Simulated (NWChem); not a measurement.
System: N-methylmethanimine (C₂H₅N); SMILES C=NC

The following NWChem deck was run.

```
start job
memory heap 200 mb stack 900 mb global 1100 mb
geometry units angstroms noautoz
  C     -0.122660     1.135780     0.000000
  N      0.539145    -0.137443     0.000000
  C     -0.164630    -1.184008     0.000000
  H      0.200402     1.714094     0.880980
  H      0.200402     1.714094    -0.880980
  H     -1.230277     1.075240     0.000000
  H     -1.275026    -1.175491     0.000000
  H      0.324506    -2.169141     0.000000
end
basis spherical
  * library def2-tzvpd
end
dft
  xc becke88 lyp
  iterations 150
  mulliken
end
task dft energy
```

NWChem printed, in part:

```
             Northwest Computational Chemistry Package (NWChem) 7.3.0
             --------------------------------------------------------

 CS  symmetry detected

                             Geometry "geometry" -> ""
                             -------------------------

 Output coordinates in angstroms (scale by  1.889725989 to convert to a.u.)

  No.       Tag          Charge          X              Y              Z
 ---- ---------------- ---------- -------------- -------------- --------------
    1 C                    6.0000    -0.12976326     1.14012236     0.00000000
    2 N                    7.0000     0.52739241    -0.13550654     0.00000000
    3 C                    6.0000    -0.18019595    -1.17949709     0.00000000
    4 H                    1.0000     0.19540638     1.71725393     0.88098000
    5 H                    1.0000     0.19540638     1.71725393    -0.88098000
    6 H                    1.0000    -1.23759375     1.08362353     0.00000000
    7 H                    1.0000    -1.29055349    -1.16692924     0.00000000
    8 H                    1.0000     0.30534286    -2.16640798     0.00000000

 Effective nuclear repulsion energy (a.u.)      72.2350758756

      Symmetry information
      --------------------

 Group name             Cs
 Group number              2
 Group order               2
 No. of unique centers     7

                                 NWChem DFT Module
                                 -----------------

 Summary of "ao basis" -> "ao basis" (spherical)
 ------------------------------------------------------------------------------
       Tag                 Description            Shells   Functions and Types
 ---------------- ------------------------------  ------  ---------------------
 C                         def2-tzvpd               13       37   6s3p3d1f
 N                         def2-tzvpd               13       37   6s3p3d1f
 H                         def2-tzvpd                5        9   3s2p

      Symmetry analysis of basis
      --------------------------

        a'        105
        a"         51

            General Information
            -------------------
          SCF calculation type: DFT
          Wavefunction type:  closed shell.
          No. of atoms     :     8
          No. of electrons :    24
           Alpha electrons :    12
            Beta electrons :    12
          Charge           :     0
          Spin multiplicity:     1
          Use of symmetry is: on ; symmetry adaption is: on
          Maximum number of iterations: 150
          AO basis - number of functions:   156
                     number of shells:    64
          Convergence on energy requested:  1.00D-06
          Convergence on density requested:  1.00D-05
          Convergence on gradient requested:  5.00D-04

              XC Information
              --------------
                    Becke 1988 Exchange Functional  1.000
              Lee-Yang-Parr Correlation Functional  1.000

             Grid Information
             ----------------
          Grid used for XC integration:  medium
          Radial quadrature: Mura-Knowles
          Angular quadrature: Lebedev.
          Tag              B.-S. Rad. Rad. Pts. Rad. Cut. Ang. Pts.
          ---              ---------- --------- --------- ---------
          C                   0.70       49          11.0       434
          N                   0.65       49           9.0       434
          H                   0.35       45          12.0       434
          Grid pruning is: on
          Number of quadrature shells:   327
          Spatial weights used:  Erf1

      Superposition of Atomic Density Guess
      -------------------------------------

 Sum of atomic energies:        -132.15326385

      Non-variational initial energy
      ------------------------------

 Total energy =    -133.878977
 1-e energy   =    -319.548356
 2-e energy   =     113.434303
 HOMO         =      -0.315348
 LUMO         =      -0.022343

      Symmetry analysis of molecular orbitals - initial
      -------------------------------------------------

  Numbering of irreducible representations:

     1 a'          2 a"

  Orbital symmetries:

     1 a'          2 a'          3 a'          4 a'          5 a'
     6 a'          7 a'          8 a'          9 a"         10 a'
    11 a"         12 a'         13 a"         14 a'         15 a'
    16 a'         17 a'         18 a"         19 a'         20 a'
    21 a"         22 a'

     ---------------------------------------------
      Total Density - Mulliken Population Analysis
     ---------------------------------------------

    Atom       Charge   Shell Charges
 -----------   ------   -------------------------------------------------------
    1 C    6     6.49   0.86  1.12  0.55  0.67  0.07  0.01  1.20  1.33  0.56  0.02  0.05  0.04  0.01
    2 N    7     7.44   0.82  1.16  0.59  0.86  0.24  0.05  1.50  1.70  0.47  0.01  0.05 -0.02  0.00
    3 C    6     6.01   0.86  1.12  0.57  0.64  0.19  0.00  1.10  1.11  0.35  0.02  0.05 -0.01  0.01
    4 H    1     0.83   0.24  0.45  0.08  0.02  0.03
    5 H    1     0.83   0.24  0.45  0.08  0.02  0.03
    6 H    1     0.77   0.24  0.45  0.05  0.02  0.00
    7 H    1     0.81   0.24  0.47  0.06  0.02  0.02
    8 H    1     0.82   0.24  0.47  0.07  0.02  0.02

   convergence    iter        energy       DeltaE   RMS-Dens  Diis-err
 ---------------- ----- ----------------- --------- --------- ---------
 d= 0,ls=0.0,diis     1   -133.8802204632 -2.06D+02  9.54D-03  6.84D-01
 d= 0,ls=0.0,diis     2   -133.7948966668  8.53D-02  5.31D-03  1.18D+00
 d= 0,ls=0.0,diis     3   -133.8826182446 -8.77D-02  2.51D-03  4.93D-01
 d= 0,ls=0.0,diis     4   -133.9348591301 -5.22D-02  6.85D-04  7.51D-03
 d= 0,ls=0.0,diis     5   -133.9355699922 -7.11D-04  2.15D-04  1.87D-03
  Resetting Diis
 d= 0,ls=0.0,diis     6   -133.9358204669 -2.50D-04  7.59D-05  2.33D-05
 d= 0,ls=0.0,diis     7   -133.9358234698 -3.00D-06  2.67D-05  3.31D-06
 d= 0,ls=0.0,diis     8   -133.9358228205  6.49D-07  1.37D-05  8.92D-06
 d= 0,ls=0.0,diis     9   -133.9358238826 -1.06D-06  1.44D-06  2.61D-08
 d= 0,ls=0.0,diis    10   -133.9358238858 -3.18D-09  2.79D-07  4.26D-09

         Total DFT energy =     -133.935823885768
      One electron energy =     -322.431368500718
           Coulomb energy =      135.795226691254
    Exchange-Corr. energy =      -19.534757951857
 Nuclear repulsion energy =       72.235075875552

 Numeric. integr. density =       23.999993015609

                  Occupations of the irreducible representations
                  ----------------------------------------------

                     irrep           alpha         beta
                     --------     --------     --------
                     a'               10.0         10.0
                     a"                2.0          2.0

                       DFT Final Molecular Orbital Analysis
                       ------------------------------------

 Vector   10  Occ=2.000000D+00  E=-3.335178D-01  Symmetry=a'
              MO Center= -2.1D-01,  2.5D-01, -3.7D-15, r^2= 3.0D+00
   Bfn.  Coefficient  Atom+Function         Bfn.  Coefficient  Atom+Function
  ----- ------------  ---------------      ----- ------------  ---------------
     8      0.210033  1 C  py                82      0.190279  3 C  py
     7      0.184626  1 C  px               131     -0.169583  6 H  s
   149     -0.165684  8 H  s                 13      0.158772  1 C  px
    14      0.156682  1 C  py                11      0.140094  1 C  py
     5      0.137055  1 C  s                113      0.128314  4 H  s

 Vector   11  Occ=2.000000D+00  E=-2.713579D-01  Symmetry=a"
              MO Center=  1.2D-01, -1.4D-01, -5.5D-16, r^2= 2.2D+00
   Bfn.  Coefficient  Atom+Function         Bfn.  Coefficient  Atom+Function
  ----- ------------  ---------------      ----- ------------  ---------------
    83      0.281394  3 C  pz                46      0.277289  2 N  pz
    86      0.233144  3 C  pz                49      0.226600  2 N  pz
     9     -0.158142  1 C  pz                52      0.146014  2 N  pz
    15     -0.143587  1 C  pz               113     -0.140880  4 H  s
   122      0.140880  5 H  s                 89      0.125724  3 C  pz

 Vector   12  Occ=2.000000D+00  E=-2.143736D-01  Symmetry=a'
              MO Center=  3.6D-01, -2.0D-01, -3.3D-15, r^2= 2.0D+00
   Bfn.  Coefficient  Atom+Function         Bfn.  Coefficient  Atom+Function
  ----- ------------  ---------------      ----- ------------  ---------------
    44      0.372495  2 N  px                42      0.349567  2 N  s
    43      0.294626  2 N  s                 47      0.283531  2 N  px
    13     -0.217499  1 C  px                41      0.202535  2 N  s
    50      0.197462  2 N  px                87     -0.190136  3 C  px
   132     -0.157687  6 H  s                140      0.152318  7 H  s

 Vector   13  Occ=0.000000D+00  E=-5.239539D-02  Symmetry=a"
              MO Center= -1.5D-02, -7.2D-01,  4.9D-14, r^2= 2.5D+00
   Bfn.  Coefficient  Atom+Function         Bfn.  Coefficient  Atom+Function
  ----- ------------  ---------------      ----- ------------  ---------------
    46      0.329027  2 N  pz                83     -0.313330  3 C  pz
    86     -0.305784  3 C  pz                49      0.288680  2 N  pz
    52      0.264482  2 N  pz                89     -0.251718  3 C  pz
   114     -0.175875  4 H  s                123      0.175875  5 H  s
    15      0.121492  1 C  pz               147     -0.102985  7 H  pz

 Vector   14  Occ=0.000000D+00  E=-3.696754D-03  Symmetry=a'
              MO Center= -7.1D-01,  2.5D-01, -9.1D-13, r^2= 1.0D+01
   Bfn.  Coefficient  Atom+Function         Bfn.  Coefficient  Atom+Function
  ----- ------------  ---------------      ----- ------------  ---------------
     5      3.278657  1 C  s                 79      2.492615  3 C  s
    43     -2.196827  2 N  s                  6      1.817202  1 C  s
   141     -1.820303  7 H  s                 80      1.747941  3 C  s
   150     -1.662408  8 H  s                132     -1.437476  6 H  s
   114     -0.912985  4 H  s                123     -0.912985  5 H  s

 Vector   15  Occ=0.000000D+00  E= 1.925268D-02  Symmetry=a'
              MO Center= -3.0D-01, -4.0D-01, -1.7D-12, r^2= 1.3D+01
   Bfn.  Coefficient  Atom+Function         Bfn.  Coefficient  Atom+Function
  ----- ------------  ---------------      ----- ------------  ---------------
    79      3.695044  3 C  s                150     -3.517688  8 H  s
    80      2.731519  3 C  s                  6     -2.278339  1 C  s
     5     -2.251430  1 C  s                114      1.293171  4 H  s
   123      1.293171  5 H  s                141     -1.130531  7 H  s
   100     -0.716996  3 C  d -2               4      0.572054  1 C  s

     ---------------------------------------------
      Total Density - Mulliken Population Analysis
     ---------------------------------------------

    Atom       Charge   Shell Charges
 -----------   ------   -------------------------------------------------------
    1 C    6     6.69   0.85  1.11  0.54  0.61  0.33 -0.00  1.35  1.09  0.70  0.02  0.04  0.03  0.01
    2 N    7     7.31   0.82  1.15  0.60  0.80  0.38  0.16  1.54  1.41  0.44  0.01  0.05 -0.05  0.00
    3 C    6     6.32   0.86  1.11  0.57  0.59  0.30  0.00  1.33  1.06  0.44  0.03  0.05 -0.02  0.01
    4 H    1     0.75   0.28  0.49 -0.09  0.02  0.04
    5 H    1     0.75   0.28  0.49 -0.09  0.02  0.04
    6 H    1     0.69   0.28  0.50 -0.13  0.02  0.02
    7 H    1     0.76   0.28  0.50 -0.08  0.02  0.04
    8 H    1     0.73   0.28  0.50 -0.10  0.02  0.03

     -------------------------------------------
      Total Density - Lowdin Population Analysis
     -------------------------------------------

    Atom       Charge   Shell Charges
 -----------   ------   -------------------------------------------------------
    1 C    6     6.17   0.91  1.04  0.34  0.27  0.13  0.08  1.13  1.23  0.44  0.03  0.28  0.25  0.04
    2 N    7     7.09   0.89  1.06  0.42  0.38  0.17  0.10  1.35  1.44  0.62  0.01  0.18  0.46  0.02
    3 C    6     6.09   0.91  1.04  0.35  0.28  0.14  0.08  1.11  1.16  0.41  0.04  0.31  0.22  0.05
    4 H    1     0.92   0.25  0.34  0.12  0.05  0.16
    5 H    1     0.92   0.25  0.34  0.12  0.05  0.16
    6 H    1     0.93   0.25  0.34  0.12  0.05  0.17
    7 H    1     0.93   0.24  0.34  0.13  0.05  0.16
    8 H    1     0.94   0.25  0.35  0.13  0.05  0.15

     Multipole analysis of the density
     ---------------------------------

     L   x y z        total         alpha         beta         nuclear
     -   - - -        -----         -----         ----         -------
     0   0 0 0     -0.000000    -12.000000    -12.000000     24.000000

     1   1 0 0     -0.545313     -0.272657     -0.272657      0.000000
     1   0 1 0      0.011535      0.005767      0.005767      0.000000
     1   0 0 1      0.000000      0.000000      0.000000      0.000000

     2   2 0 0    -16.169964    -18.101142    -18.101142     20.032321
     2   1 1 0      0.398871      0.089021      0.089021      0.220828
     2   1 0 1     -0.000000     -0.000000     -0.000000      0.000000
     2   0 2 0    -12.659233    -58.828365    -58.828365    104.997497
     2   0 1 1     -0.000000     -0.000000     -0.000000      0.000000
     2   0 0 2    -14.975618    -10.259404    -10.259404      5.543190
```

Level: BLYP/def2-TZVPD. All runs use the structure optimised with PBE0/def2-SVP.
